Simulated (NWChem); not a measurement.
# CH₇FSi₂; SMILES F[SiH2]C[SiH3]

```xyz
11

Si    -0.3244    -1.7744    -0.0725
C      0.9668    -0.4419     0.3374
Si     0.4478     1.2915    -0.1538
F     -1.1588     1.4612     0.1641
H     -0.7786    -1.6244    -1.4990
H      0.2736    -3.1454     0.0964
H     -1.5134    -1.6522     0.8357
H      1.1849    -0.4816     1.4258
H      1.9129    -0.6851    -0.1941
H      0.6442     1.5026    -1.6274
H      1.1767     2.3461     0.6292
```
Atoms are numbered in this order, from 1.

All runs: NWChem. Structure relaxed at the PBE-D3(BJ)/def2-SVP level.

Problem. Taking Hartree-Fock/pcseg-2 as the yardstick, which of these has the fewest basis functions while keeping “highest occupied level (eV)” within 0.05 eV of it: Hartree-Fock/aug-pcseg-1; Hartree-Fock/pcseg-1; Hartree-Fock/def2-SVP; Hartree-Fock/STO-3G?

Solution. Hartree-Fock/aug-pcseg-1.
```
level                     basis functions  highest occupied level (eV)  relative time (rough)
------------------------  ---------------  ---------------------------  ---------------------
Hartree-Fock/STO-3G                    35                        -9.45                      1
Hartree-Fock/pcseg-1                   99                       -12.05                      4
Hartree-Fock/def2-SVP                  99                       -12.04                      3
Hartree-Fock/aug-pcseg-1              163                       -11.99                     20
Hartree-Fock/pcseg-2                  226                       -11.98                     20
```

The yardstick is one finite set, not the basis-set limit.
